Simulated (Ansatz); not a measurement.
Input file for H$_{5}$NSn, SMILES `[NH2][SnH3]`:

```yaml
crystal:
  periodic: [false, false, false]
  atoms:
    - {symbol: N, position_ang: [-0.499637, -1.183300, 0.116576]}
    - {symbol: Sn, position_ang: [0.136845, 0.730376, -0.135610]}
    - {symbol: H, position_ang: [-0.001830, -1.844464, -0.466461]}
    - {symbol: H, position_ang: [-0.413715, -1.504861, 1.072661]}
    - {symbol: H, position_ang: [-0.115787, 1.092762, -1.781747]}
    - {symbol: H, position_ang: [-0.836268, 1.684426, 0.887996]}
    - {symbol: H, position_ang: [1.791692, 0.957062, 0.260883]}
basis:
  gaussian: {orbitals: def2-TZVPP}
correlation: {method: ccsd_t}
output: {orbitals: {seedname: orbitals}}
```

```sh
$ ansatz run in.yaml --threads 2 --pin off --events-out ev --progress --plain
```

The program prints (abridged):

```
Functional definition: HF
1036 factors; integrals over basis functions are off by at most 1.2e-3 eV
mean field evaluation 1: about -7363.6428 eV, gradient 3.6e1 eV
mean field evaluation 2: about -7363.7335 eV, gradient 3.6e1 eV
mean field evaluation 4: about -7366.4699 eV, gradient 2.5e0 eV
mean field evaluation 8: about -7366.4981 eV, gradient 1.2e-1 eV
mean field -7366.49818085 eV, -270.7138149546 hartree, gradient 1.7e-6 eV, S^2 0.000000; 0 other end points of the search recorded, 0 dependent functions left out
5 core orbitals not correlated: weight in the atoms' cores, before any rotation towards them, 1.000 or more for the frozen orbitals, at most 0.000 for the correlated occupied ones
reference -7366.49818085 eV, -270.7138149546 hartree; 12, 12 occupied and 134, 134 virtual orbitals, 1036 factors
second order -15.31021961 eV of doubles, -0.00000000 eV of singles
cycle   1  -15.32761060 eV  change   -1.7e-2 eV  update   8.8e-2
cycle   2  -15.74098597 eV  change   -4.1e-1 eV  update   2.6e-2
cycle   3  -15.80309825 eV  change   -6.2e-2 eV  update   1.3e-2
cycle   4  -15.79574297 eV  change    7.4e-3 eV  update   3.1e-3
cycle   5  -15.79471235 eV  change    1.0e-3 eV  update   1.4e-3
cycle   6  -15.79486901 eV  change   -1.6e-4 eV  update   4.3e-4
cycle   7  -15.79473619 eV  change    1.3e-4 eV  update   2.0e-4
cycle   8  -15.79474687 eV  change   -1.1e-5 eV  update   7.8e-5
cycle   9  -15.79477518 eV  change   -2.8e-5 eV  update   2.8e-5
perturbative correction -0.48187761 eV, -0.0177086755 hartree
Total energy: -7382.77483364 eV, -271.3119709118 hartree
```

It took 31 s on 2 threads of a server CPU on a shared host, with 1.1 GiB of host memory at the peak.

The correlation energy is -16.277 eV, 3.0 % of it from (T); the T1 diagnostic reads 0.0126.
